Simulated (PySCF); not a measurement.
Compound: H4Se2Si.
Numbering: `[SeH:1][SiH2:2][SeH:3]` (hydrogens: H4 on Se1; H5, H6 on Si2; H7 on Se3)

Method: PBE0-D3(BJ)/def2-SVP geometry optimisation, gas phase in PySCF; density fitting, grid level 1; the optimiser is geomeTRIC in internal coordinates, started from a GFN2-xTB structure with every atom displaced at random (about 0.01 Å).

Step 0: E = -138606.2156 eV
```
atom  x, y, z in Å  |  force x, y, z in eV/Å
Se1     1.8486    0.0872    0.6862   -0.573   0.868   0.950
Si2    -0.2623    0.7209   -0.0417    0.689  -1.316  -0.107
Se3    -1.5933   -1.0780   -0.5684   -0.127   0.390  -0.576
H4      2.1216   -0.7914   -0.4006    0.105  -0.660  -0.967
H5     -0.8196    1.4667    1.0664   -0.211   0.568   0.594
H6     -0.1662    1.4835   -1.2840   -0.109   0.395  -0.417
H7     -1.0958   -1.9244    0.4913    0.226  -0.245   0.524
```

Step 1: E = -138606.2778 eV
```
atom  x, y, z in Å  |  force x, y, z in eV/Å
Se1     1.8623    0.1639    0.7059   -0.017  -0.598  -0.494
Si2    -0.2472    0.6369   -0.0269    0.390   0.577   0.017
Se3    -1.5143   -1.1311   -0.6609   -0.001  -0.330   0.300
H4      2.0775   -0.7610   -0.4549    0.037   0.358   0.446
H5     -0.7612    1.4982    1.0779   -0.186  -0.137   0.037
H6     -0.1619    1.4922   -1.2507   -0.149  -0.128  -0.035
H7     -1.2221   -1.9347    0.5587   -0.075   0.259  -0.271
```

Q: Estimate the geometry and energy of step 2. (The exact step hangs on the optimiser's Hessian estimate; all steps are aligned on step 1, rigid shifts and turns removed.)

A: E = -138606.3219 eV, largest force 0.298 eV/Å
```
atom  x, y, z in Å  |  force x, y, z in eV/Å
Se1     1.8625    0.1123    0.7033   -0.103  -0.069  -0.012
Si2    -0.2343    0.6509   -0.0335    0.184   0.234  -0.013
Se3    -1.5084   -1.1246   -0.6556   -0.042  -0.076  -0.029
H4      2.1301   -0.7529   -0.4565    0.011   0.020  -0.015
H5     -0.7999    1.4646    1.0829   -0.011  -0.078   0.020
H6     -0.1917    1.4934   -1.2649   -0.030  -0.032  -0.007
H7     -1.2251   -1.8792    0.5733   -0.009   0.001   0.056
```

The energy changes by -0.0441 eV. The first-order estimate −F·Δx gives -0.0762 eV and the mean of the old and new forces, exact on a quadratic surface, -0.0452 eV. The step makes an angle of 61° with the force vector and moves no atom by more than 0.057 Å.

What follows is the cost of the whole optimisation. On Arm Neoverse V2, one thread, shared host with 96 logical CPUs at a one-minute load of 22, this took 35 s wall and 0.44 GiB of memory at its peak.
